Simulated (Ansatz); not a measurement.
Geometry optimisation, UHF/def2-SVP in Ansatz.

input.yaml

```yaml
crystal:
  periodic: [false, false, false]
  atoms:
    - { symbol: W, position_ang: [0.0, 0.0, 0.0] }
    - { symbol: F, position_ang: [0.0, 0.0, 2.1] }
    - { symbol: H, position_ang: [1.72, 0.0, 0.0] }
    - { symbol: H, position_ang: [0.0, 1.72, 0.0] }
    - { symbol: H, position_ang: [-1.72, 0.0, 0.0] }
    - { symbol: Cl, position_ang: [0.0, -2.39, 0.0] }
    - { symbol: F, position_ang: [0.0, 0.0, -1.85] }
    - { symbol: Si, position_ang: [0.0, 0.0, 3.99] }
    - { symbol: H, position_ang: [-0.7436, -1.1581, 4.4774] }
    - { symbol: H, position_ang: [1.3747, -0.0649, 4.4774] }
    - { symbol: H, position_ang: [-0.6311, 1.223, 4.4774] }
magnetization:
  spin_polarized: true
  initial_magnetization: 1
basis:
  gaussian: { orbitals: def2-SVP }
hamiltonian:
  xc: hf
relax:
  f_tol: 0.15
  max_steps: 25
  restrain:
    - { distance: [1, 7], at: 2.79, k: 30.0 }
    - { distance: [0, 1], at: 1.85, k: 30.0 }
```

Run as:

```bash
$ ansatz run input.yaml --threads 4 --pin off --max-ram 5120MiB --backend cpu --events-out ev --progress --plain --runs-dir out
```

Problem. Where does it end, and by what steps?

Solution. The forces met the threshold. The restraints hold the end off the free minimum; the threshold counts their pulls, which the force column leaves out. Restrained pairs: F2–Si8 (1.89 → 2.72 Å), W1–F2 (2.10 → 1.92 Å). After 8 steps the energy has risen by 0.506 eV (the restraints' own energy left out); H5 moved furthest, 0.66 Å.

```tsv
step	energy less start (eV)	largest force component (eV/Å)	accepted
0	0.0000	5.264	yes
1	0.4221	4.129	yes
2	1.1016	4.512	yes
3	1.1331	3.914	yes
4	0.8853	4.213	yes
5	0.6084	4.020	yes
6	0.5210	4.036	yes
7	0.5016	4.162	yes
8	0.5058	4.212	yes
```

```xyz
11
Properties=species:S:1:pos:R:3
W -0.001 -0.155 -0.181
F -0.004 -0.181 1.742
H 1.494 0.614 -0.037
H 0.000 1.550 -0.015
H -1.495 0.615 -0.041
Cl 0.000 -2.596 0.071
F 0.001 -0.285 -2.065
Si 0.001 -0.065 4.464
H -0.786 -1.279 4.629
H 1.452 -0.121 4.582
H -0.663 1.232 4.522
```

Run time: 51 s on 4 threads of Arm Neoverse V1 (shared host), peak memory 0.44 GiB.
